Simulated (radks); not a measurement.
Spherical quantum dot in the effective-mass picture: electrons in a parabolic well V = omega^2 r^2 / 2 with omega = 2.24, all in effective atomic units (hartree* = m*/eps^2 hartree, bohr* = eps/m* bohr), one dielectric constant everywhere. Method: non-relativistic Kohn-Sham, LDA (Slater exchange, Perdew-Wang correlation), spin-polarised, spherical densities; computed with a radial shooting solver with Libxc functionals. Levels are named by radial order and angular momentum (1s, 1p, 1d, 2s, ...), and open shells are averaged over m. Results are scaled to m* = 0.258 and eps = 12.6, for which hartree* = 44.22 meV and bohr* = 2.584 nm.

N = 8, configuration 1s2 1p6. This is the lowest configuration that the search found. Occupied and some empty levels:

level,occupation,eigenvalue (meV),<r> (nm)
1s,2,433.93,2.313
1p,6,504.89,2.963
1d,0,581.56,3.455
2s,0,591.45,3.133
1f,0,662.59,3.867

Energy (meV): total 2796.55, kinetic 685.18, external 1165.3, Hartree 1170.8, exchange-correlation -224.82.

Electron density:

r (nm),n(r) (e/nm^3)
0.267,0.03929
0.565,0.04211
0.863,0.04599
1.16,0.04968
1.46,0.05196
1.76,0.05189
2.05,0.04911
2.35,0.04384
2.65,0.03679
2.95,0.02899
3.24,0.02141
3.54,0.01479
3.84,0.009518
4.14,0.005740
4.43,0.003234
4.73,0.001702
5.03,0.0008367
5.33,0.0003843
5.63,0.0001639
5.92,0.00006573
